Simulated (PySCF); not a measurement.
Polarisability and C₆ of Sn⁻ (tin, charge -1)

[Kr] 4d10 5s2 5p3, high-spin 4S determinant. All numbers are calculated (PySCF 2.14, the spin-free X2C one-electron Hamiltonian (Gaussian nucleus), in aug-cc-pVTZ-DK3 (8s7p5d2f, 68 functions)). Coupled (time-dependent) response in atomic units; α is the mean over directions.

```
 method  mean α (bohr³)  C₆ (like pair)  S(−4)
wB97X-V           163.9            2836  12210
```

S(−4) is the Cauchy moment in α(ω) = α(0) + S(−4) ω² + …

α(iu) at wB97X-V:

| u (hartree) | α(iu) (bohr³) |
| --- | --- |
| 0 | 163.9 |
| 0.0500 | 140.0 |
| 0.100 | 103.3 |
| 0.200 | 57.25 |
| 0.300 | 35.38 |
| 0.500 | 17.38 |
| 0.750 | 9.451 |
| 1.00 | 6.084 |
| 1.50 | 3.252 |
| 2.00 | 2.061 |
| 3.00 | 1.049 |
| 5.00 | 0.4200 |

A single London oscillator, α(iu) = α/(1 + u²/ω²), gives C₆ = (3/4) ω α². Matching the computed C₆ needs ω = 4 × 2836 / (3 × 163.9²) = 0.141 hartree.

For an ion, C₆ is the dispersion term alone; charge-induced terms of lower order in 1/R come first.
